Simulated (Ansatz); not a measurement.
Energy difference 2 R1 + R2 → 2 P1, each structure at its B3LYP-D3(BJ)/def2-TZVP stationary point, reached from a drawn start (curvature not checked).
R1, O2W (SMILES [O]=[W]=[O]) (charge 0, multiplicity 1, Z-matrix in Å and degrees):
```
W
O 1 1.6888
O 1 1.6888 2 104.53
```
P1: O3W (SMILES [O]=[W](=[O])=[O]), charge 0, multiplicity 1.
R2, O2 (SMILES O=O) (charge 0, multiplicity 3):
```xyz
2

O      0.000     0.000     0.602
O      0.000     0.000    -0.602
```

P less R. No zero-point or thermal terms; singlets are restricted closed shells; open shells are unrestricted; no spin–orbit coupling. The spin states of the d-block species are the ones drawn and need not be the lowest.

Frozen-core correlation throughout.

Run with Ansatz (Gaussian basis) for Hartree–Fock, density functionals and correlated methods. No computed number here is a measurement. Elements past Kr take the def2 small-core potentials, without spin–orbit coupling.

Total energies in hartree:

| structure | PBE/def2-TZVPP | PBE0/def2-TZVPP | CCSD(T)/def2-QZVPP |
|---|---|---|---|
| R1 | -217.540534 | -217.452160 | -216.943675 |
| P1 | -292.799145 | -292.698077 | -292.160332 |
| R2 | -150.248611 | -150.235395 | -150.174628 |

Question: Work out the reaction energy at each level in kcal/mol (1 hartree = 627.50947 kcal/mol), and say how far PBE/def2-TZVPP lies from CCSD(T)/def2-QZVPP.

Answer: 
- PBE/def2-TZVPP: 2 × (-292.799145) − (-150.248611) − 2 × (-217.540534) = -0.268611 hartree = -168.56 kcal/mol
- PBE0/def2-TZVPP: 2 × (-292.698077) − (-150.235395) − 2 × (-217.452160) = -0.256439 hartree = -160.92 kcal/mol
- CCSD(T)/def2-QZVPP: 2 × (-292.160332) − (-150.174628) − 2 × (-216.943675) = -0.258686 hartree = -162.33 kcal/mol
PBE/def2-TZVPP less CCSD(T)/def2-QZVPP: -6.23 kcal/mol. CCSD(T)/def2-QZVPP is the level counted from, the highest shown, and no exact or measured value.

Ansatz is a quantum-chemistry and plane-wave program.
